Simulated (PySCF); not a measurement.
**Electronic structure of Co (cobalt, neutral) at the UHF level**

Configuration: [Ar] 3d7 4s1 4p1, one real determinant (an excited configuration). Computed with PySCF 2.14 in aug-cc-pVTZ with one added diffuse shell each of s, p, d, f, g type (9s8p6d4f3g, 118 functions), with no relativity, point nucleus.

| Item | Value |
| --- | --- |
| Total energy | -1381.362464 hartree |
| One-electron energy | -1912.5760 hartree |
| Hartree (Coulomb) energy | 589.2868 hartree |
| Exchange energy | -58.0733 hartree |
| Kinetic energy | 1381.41680 hartree |
| ⟨S²⟩ | 8.7524 |
| ⟨L²⟩ | 14.017 |
| Sum of ⟨r⟩ | 22.48 bohr |
| Sum of ⟨r²⟩ | 44.27 bohr² |
| Traceless quadrupole moment −½Σ⟨3z² − r²⟩ along its main axis | -7.98 e·bohr² |
| Density at the nucleus (Gaussians lack the cusp) | 13300 bohr⁻³ |
| Spin density at the nucleus | 4.29 bohr⁻³ |
| Langevin diamagnetic susceptibility | -35.1 ×10⁻⁶ cm³/mol |

| shell | electrons | mean orbital energy (eV) | spread (eV) | rms radius, mean of both spins (bohr) |
| --- | --- | --- | --- | --- |
| 1s α | 1 | -7703.9 | 0 | 0.0659 |
| 1s β | 1 | -7703.7 | 0 | 0.0659 |
| 2s α | 1 | -951.47 | 0 | 0.279 |
| 2s β | 1 | -948.59 | 0 | 0.279 |
| 2p α | 3 | -822.25 | 0.194 | 0.250 |
| 2p β | 3 | -819.48 | 0.074 | 0.250 |
| 3s α | 1 | -128.25 | 0 | 0.840 |
| 3s β | 1 | -120.36 | 0 | 0.840 |
| 3p α | 3 | -87.755 | 0.396 | 0.893 |
| 3p β | 3 | -78.469 | 0.537 | 0.893 |
| 3d α | 5 | -20.823 | 1.569 | 1.16 |
| 3d β | 2 | -17.120 | 0.129 | 1.16 |
| 4s α | 1 | -10.018 | 0 | 3.21 |
| 4p α | 1 | -5.197 | 0 | 4.23 |

⟨L²⟩ = 14.02 against 20 for a pure G term, so this real determinant mixes terms.

Spin-orbit constants ζ (cm⁻¹) from the X2C one-electron operator on these orbitals (non-relativistic here): bare nucleus, nucleus screened by l(l+1)(2l+1)/3 electrons, and screened by the Breit-Pauli mean field of the electrons.

```tsv
shell	bare	screened nucleus	mean field
2p	80200	74260	n/a
3p	9814	9087	n/a
3d	948.3	597.1	n/a
4p	279.0	258.4	n/a
```

To first order the Landé constant is A = -76.64 cm⁻¹, so the lowest level has J = 13/2 and lies 0.0950 eV below the centre of the term. This holds in LS coupling only.
